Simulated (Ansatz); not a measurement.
Geometry optimisation, RKS LDA/def2-SVP in Ansatz 0.2.0.

Input:

```yaml
crystal:
  periodic: [false, false, false]
  atoms:
    - { symbol: "N", position_ang: [-1.7357, -0.2868, 0.502] }
    - { symbol: Si, position_ang: [-0.134, 0.4359, 0.5245] }
    - { symbol: F, position_ang: [0.2381, 1.2411, 1.9403] }
    - { symbol: O, position_ang: [0.2896, 1.3418, -0.8599] }
    - { symbol: B, position_ang: [1.1694, 0.3837, -1.5361] }
    - { symbol: B, position_ang: [1.1726, -0.6733, -0.175] }
    - { symbol: Cl, position_ang: [1.8492, -2.3705, 0.2008] }
    - { symbol: H, position_ang: [-2.13441, 0.01307, -0.47193] }
    - { symbol: H, position_ang: [-1.64419, -1.31447, 0.43826] }
    - { symbol: H, position_ang: [1.4783, 0.2103, -2.6202] }
basis:
  gaussian: { orbitals: def2-SVP }
hamiltonian:
  xc: lda
relax:
  f_tol: 0.015
  max_steps: 40
output:
  orbitals: {}
```

Command:

```bash
$ ansatz run input.yaml --threads 2 --pin off --max-ram 3072MiB --backend cpu --events-out ev --progress --plain --runs-dir out
```

Where does it end, and by what steps?

It converged. The force dipped under the threshold on the way, but the program's further checks kept it going. After 26 steps the energy has fallen by 1.394 eV; H9 moved furthest, 1.02 Å.

| step | energy less start (eV) | largest force component (eV/Å) | accepted |
| --- | --- | --- | --- |
| 0 | 0.0000 | 4.264 | yes |
| 1 | -0.9369 | 2.303 | yes |
| 2 | -1.2118 | 0.962 | yes |
| 3 | -1.2776 | 0.543 | yes |
| 4 | -1.3101 | 0.294 | yes |
| 5 | -1.3025 | 1.018 | no |
| 6 | -1.3394 | 0.553 | yes |
| 7 | -1.3611 | 0.157 | yes |
| 8 | -1.3774 | 0.406 | yes |
| 9 | -0.9191 | 4.914 | no |
| 10 | -1.3832 | 0.090 | yes |
| 11 | -1.3731 | 0.308 | no |
| 12 | -1.3861 | 0.072 | yes |
| 13 | -1.3895 | 0.071 | yes |
| 14 | -1.3911 | 0.110 | yes |
| 15 | -1.3903 | 0.128 | no |
| 16 | -1.3917 | 0.018 | yes |
| 17 | -1.3922 | 0.021 | yes |
| 18 | -1.3925 | 0.084 | yes |
| 19 | -1.3929 | 0.023 | yes |
| 20 | -1.3931 | 0.013 | yes |
| 21 | -1.3933 | 0.056 | yes |
| 22 | -1.3934 | 0.048 | yes |
| 23 | -1.3935 | 0.050 | yes |
| 24 | -1.3935 | 0.033 | yes |
| 25 | -1.3936 | 0.016 | yes |
| 26 | -1.3936 | 0.006 | yes |

```xyz
10
Properties=species:S:1:pos:R:3
N -1.732 -0.318 0.278
Si -0.108 0.148 0.485
F 0.075 1.066 1.811
O 0.254 1.094 -0.922
B 1.197 0.281 -1.490
B 1.397 -0.924 -0.258
Cl 2.419 -2.263 0.085
H -2.300 0.119 -0.455
H -2.291 -0.768 1.007
H 1.638 0.546 -2.598
```

Whether the end is a true minimum wasn't checked by a vibrational analysis.

Run time: 69 s on 2 threads of Arm Neoverse V1, with other jobs on the host, peak memory 0.2 GiB.
